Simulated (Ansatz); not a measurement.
`[CH3][In]([CH3])[CH3]` → 3 C• + 9 H• + In•  (atomization)

Gas-phase electronic energies from Ansatz, PBE0-D4/def2-TZVP geometries. CBS: MP2 limit from def2 TZ/QZ plus the TZ coupled-cluster correction, frozen cores. This one scheme is used for every species, atoms too. Functionals use def2-TZVPP. No spin–orbit coupling; open shells (•) take unrestricted orbitals. Spin–orbit coupling would lower the free atoms: a little for C; strongly for In. def2 core potentials past Kr. Bonds to In are less sure, by a few kJ/mol each and by 10 to 20 or more in all where they break to atoms, as the def2 sets lack core-valence functions.

```csv
level,ΔE (kcal/mol)
B97M-V,1074.3
SCS-MP2/def2-QZVPP,1072.9
```

Task: What does CCSD(T)/CBS give? (An estimate is asked.)

Result: Ansatz gave: +1078.1 kcal/mol. The listed levels differ from it by -3.8, -5.2 kcal/mol.

Largest T1 diagnostic among the species: 0.015.

Leaving LDA and LC-ωPBE aside and taking each functional with its dispersion term where it has one, the values, not all of them listed here, spread over 31.1 kcal/mol, from BHLYP-D4 to PBE-D4. LDA lies +127.3 kcal/mol from PBE without D4, its usual overbinding. From PBE to PBE0 (25 % exact exchange), in def2-TZVPP and without D4, ΔE moves by −7.7 kcal/mol: exact exchange takes away binding that semilocal exchange gives to molecules. At CCSD(T), def2-SVP lies −52.7 kcal/mol from the extrapolated value and def2-TZVPP −21.4 kcal/mol: correlation converges slowly with the basis, and small sets miss more of it in the bonded molecule than in its fragments.

For atomizations the MP2-based limit and the directly extrapolated one differ by several kJ/mol either way, and by 10 to 25 for some Ge, Se and Sn compounds, so smaller differences from it don't rank the levels.
